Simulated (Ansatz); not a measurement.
One geometry of the cluster HfZrO₄⁺, several levels of theory.

```yaml
crystal:
  periodic: [false, false, false]
  atoms:
    - {symbol: Hf, position_ang: [0.435944, -1.514767, 0.223256]}
    - {symbol: Zr, position_ang: [-0.738117, 1.199196, 0.677817]}
    - {symbol: O, position_ang: [0.943443, 0.208273, 1.049310]}
    - {symbol: O, position_ang: [-0.561612, 2.370433, -0.611443]}
    - {symbol: O, position_ang: [-1.298919, -0.589067, 0.018080]}
    - {symbol: O, position_ang: [1.219250, -1.674067, -1.357021]}
basis:
  gaussian: {orbitals: def2-TZVP, initial_orbitals: start.molden}
total_charge: 1
magnetization: {spin_polarized: true, initial_magnetization: 1}
hamiltonian: {xc: pbe, dispersion: d4}
scf: {omitted_lower_state_checks: [starts]}
output: {orbitals: {seedname: orbitals}}
```

The file start.molden holds the orbitals of an earlier run on this structure, at another level or in another basis.

```sh
$ ansatz run in.yaml --threads 4 --pin off --events-out ev --progress --plain --max-ram 8704MiB
```

It prints (some lines left out):

```
Functional definition: PBE
1270 factors; their error is unknown
mean field evaluation 1: about -10770.1708 eV, gradient 8.0e0 eV
mean field evaluation 2: about -10770.4631 eV, gradient 4.1e-1 eV
mean field evaluation 4: about -10770.4890 eV, gradient 8.6e-3 eV
mean field evaluation 8: about -10770.4849 eV, gradient 1.0e-5 eV
mean field evaluation 16: about -10770.4849 eV, gradient 9.0e-6 eV
mean field -10770.48491958 eV, -395.8080202978 hartree, gradient 9.0e-6 eV, S^2 0.756502; 0 other end points of the search recorded, 0 dependent functions left out
reference -10770.48498880 eV, -395.8080228413 hartree; 28, 27 occupied and 176, 177 virtual orbitals, 1270 factors
Total energy: -10770.66425761 eV, -395.8146108488 hartree
Checks for a lower state left out: starts
```

Run time 6.5 s (4 threads of Arm Neoverse V1 on a shared host).

As the first input, with `hamiltonian: {xc: r2scan, dispersion: d4}` (abridged; 31 s):

```
Functional definition: r2SCAN
mean field evaluation 16: about -10774.8820 eV, gradient 1.2e-5 eV
mean field -10774.88199866 eV, -395.9696099733 hartree, gradient 2.8e-6 eV, S^2 0.763572
Total energy: -10774.92162506 eV, -395.9710662168 hartree
Checks for a lower state left out: starts
```

As the first input, with `gaussian: {orbitals: def2-TZVP}`, `hamiltonian: {xc: pbe0, dispersion: d4}` (abridged; 45 s):

```
Functional definition: PBE0
mean field evaluation 16: about -10767.2708 eV, gradient 1.3e-1 eV
mean field evaluation 32: about -10767.2711 eV, gradient 2.8e-4 eV
mean field evaluation 64: about -10767.2717 eV, gradient 6.8e-6 eV
mean field -10767.27166532 eV, -395.6899353817 hartree, gradient 6.8e-6 eV, S^2 0.776348; 1 other end points of the search recorded, 0 dependent functions left out
Total energy: -10767.42516438 eV, -395.6955763679 hartree
Checks for a lower state left out: starts
```

Geometry: PBE0-D4/def2-SVP, that of the neutral singlet.

In the def2 sets Hf, Zr take a core potential; there is no spin–orbit coupling. The structure comes from a short search, and lower isomers may exist.
